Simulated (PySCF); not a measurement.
# Working with the constants of BeSi

ROHF-CCSD(T) constants of BeSi, ³Σ⁻ (triplet), unpaired electrons π ↑↑ (Be def2-TZVP, Si def2-TZVP; no relativity (PySCF 2.14); masses 9.0122 and 27.9769 u):

- ωe: 551.9 cm⁻¹
- ωexe: 5.75 cm⁻¹
- Be: 0.53393 cm⁻¹
- αe: 0.00658 cm⁻¹
- De to Be + Si: 1.17 eV

Problem. What force constant and bond length do these constants imply?

Solution. Reduced mass μred = 6.8164 u; k = 5.8918×10⁻⁷·μred·ωe² (u, cm⁻¹, mdyn/Å) = 1.22 mdyn/Å; Re = √(16.8576/(μred·Be)) (u, cm⁻¹, Å) = 2.152 Å.

Problem. Estimate the centrifugal constant D from the Kratzer relation and find the Dunham coefficient a1.

Solution. D = 4Be³/ωe² = 2e-06 cm⁻¹; a1 = −1 − αeωe/(6Be²) = -3.12.

Correlated steps freeze 5 core orbitals. The state is the lowest determinant that a PBE0 search found; another state may lie lower at other levels.
